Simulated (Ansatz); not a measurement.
Reaction (ligand exchange at the Si–N bond): `CN(C)[Si](O)(O)O` + H–F → `O[Si](O)(O)F` + `CNC`

Calculated with Ansatz (gas phase, PBE0-D4/def2-TZVP geometries, no zero-point term in ΔE). CCSD(T)/CBS adds triple-zeta CCSD(T) − MP2 to the extrapolated MP2 energy (def2 sets, frozen cores). This one scheme is used for every species. DFT in def2-TZVPP. B3LYP here is the variant with VWN-RPA as its local correlation; programs differ in this. Each species was taken in one conformer, which may not be the lowest.

Task: Is it downhill or uphill in electronic energy at CCSD(T)/CBS, and by how much? (Estimate.)

Result: Ansatz gave: Downhill: ΔE = -21.3 kcal/mol.

Task: What do these levels give: r2SCAN-D4, B97M-V, B3LYP-D4, B3LYP, HF/def2-SVP, CCSD/def2-SVP? (Best estimate.)

Result: Computed: r2SCAN-D4 -23.1, B97M-V -24.4, B3LYP-D4 -21.9, B3LYP -26.0, HF/def2-SVP -25.7, CCSD/def2-SVP -21.6 kcal/mol.

Largest T1 diagnostic among the species: 0.011.

The D4 term adds +4.1 kcal/mol with B3LYP and +2.4 kcal/mol with PBE0; it sums over pairs of atoms, weighted by their polarisabilities, and B3LYP, whose exchange is more repulsive, gets the larger term. In def2-TZVPP, CCSD(T) changes the Hartree–Fock value by +7.9 kcal/mol (the triples alone add +1.2 kcal/mol) and MP2 by +8.8 kcal/mol. Leaving LDA and LC-ωPBE aside and taking each functional with its dispersion term where it has one, the values, not all of them listed here, spread over 5.5 kcal/mol, from B97M-V to revPBE-D4. LDA lies +3.3 kcal/mol from PBE without D4.
